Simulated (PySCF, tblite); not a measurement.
Isomers of C6H10NO (doublet state). Computed values, GFN2-xTB/tblite, gas phase, harmonic and unscaled. The method is semi-empirical: single wavenumbers can be off by several per cent or more. One conformer each. Open shells enter through the occupations alone, without spin polarisation, and single modes of such species can be off by tens of per cent.

Electronic energies: B3LYP/pcH-1 single points on the GFN2-xTB geometries (PySCF, gas phase).

```tsv
SMILES	electronic energy, lowest = 0 (kJ/mol)
CO[C@@H]1CCC[C]=N1	0.0
C=CC(C)(C)[N]C=O	30.0
[H]/N=[C]\CCC1COC1	106.5
```

Question: How do GFN2-xTB zero-point energies change the relative energies?

Answer: 
| SMILES | ZPE (kJ/mol) | of it from modes above 1550 cm⁻¹ | electronic (kJ/mol) | with ZPE, lowest = 0 (kJ/mol) | lowest mode (cm⁻¹) | rings |
| --- | --- | --- | --- | --- | --- | --- |
| CO[C@@H]1CCC[C]=N1 | 393.8 | 187.9 | 0.0 | 0.0 | 85 | 1 |
| C=CC(C)(C)[N]C=O | 380.1 | 199.7 | 30.0 | 16.3 | 51 | 0 |
| [H]/N=[C]\CCC1COC1 | 387.9 | 188.3 | 106.5 | 100.6 | 47 | 1 |

The zero-point energies span 13.7 kJ/mol, from `C=CC(C)(C)[N]C=O` to `CO[C@@H]1CCC[C]=N1`. The order is unchanged.

Question: And how do the electronic energies of GFN2-xTB itself compare?

Answer: `CO[C@@H]1CCC[C]=N1` 0.0; `C=CC(C)(C)[N]C=O` 20.9; `[H]/N=[C]\CCC1COC1` 119.9 kJ/mol, lowest = 0. Against the energies above, taken from the same isomer `CO[C@@H]1CCC[C]=N1`, the largest difference is 13.4 kJ/mol.

Question: What do entropy and thermal enthalpy add at 298.15 K and 1 bar (rigid rotor, harmonic oscillator, one conformer each)?

Answer: 
| SMILES | point group | symmetry number | S (J/(mol K)) | H − H(0) (kJ/mol) | ZPE + H − H(0) − TS (kJ/mol) |
| --- | --- | --- | --- | --- | --- |
| CO[C@@H]1CCC[C]=N1 | C1 | 1 | 371.3 | 23.64 | 306.7 |
| C=CC(C)(C)[N]C=O | C1 | 1 | 407.9 | 28.18 | 286.7 |
| [H]/N=[C]\CCC1COC1 | C1 | 1 | 397.5 | 25.52 | 294.9 |

S holds R ln(2S + 1) for the spin.
